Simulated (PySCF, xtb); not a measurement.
C₂H₈OSi₃, SMILES O[Si@H]1C=C[Si@@H]1[SiH3]. The values are those of a single conformer.

Harmonic wavenumbers (cm⁻¹) from GFN2-xTB (xtb) at its own minimum, in rising order: 23, 79, 81, 133, 172, 290, 322, 352, 407, 422, 442, 486, 520, 577, 606, 646, 715, 722, 734, 786, 811, 818, 831, 881, 935, 1074, 1262, 1564, 2009, 2221, 2226, 2233, 2262, 3015, 3036, 3681.

### Question
What does PBE-D3(BJ)/def2-SVP (PySCF) give at its own minimum? (Estimate from the structure and the level; the computed values follow.)

### Answer
70, 76, 82, 141, 183, 300, 329, 357, 402, 456, 483, 502, 580, 646, 665, 699, 723, 744, 785, 833, 863, 888, 900, 904, 984, 1017, 1223, 1501, 2116, 2142, 2156, 2162, 2171, 3046, 3068, 3757. Paired by order, the mean absolute difference is 43 cm⁻¹ and the zero-point energies are 53.4 and 54.3 kcal/mol.
